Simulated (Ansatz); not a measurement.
Ansatz results at the PBE0-D4/def2-TZVP geometry: HOMO–LUMO gap (B3LYP/def2-TZVPP) 5.44 eV; HOMO energy (PBE/def2-TZVPP) -5.96 eV; LUMO energy (ωB97M-V/def2-TZVPP) 0.47 eV.

Each molecule was computed in one conformer, which needn't be the lowest.

Question: Which molecule gave them?
A. `C[SiH2][S][SbH2]`
B. `F[Si@@H]1O[C@H]1[SiH3]`
C. `B[SiH]([GeH3])C=O`
D. `C[Si](O)([AlH2])[AlH2]`

Answer: A. The others give `C[Si](O)([AlH2])[AlH2]`: 3.38, -5.26, -0.97; `F[Si@@H]1O[C@H]1[SiH3]`: 7.28, -6.62, 1.48; `B[SiH]([GeH3])C=O`: 3.91, -5.68, -0.85.

B3LYP here is the variant with VWN-RPA as its local correlation; programs differ in this.
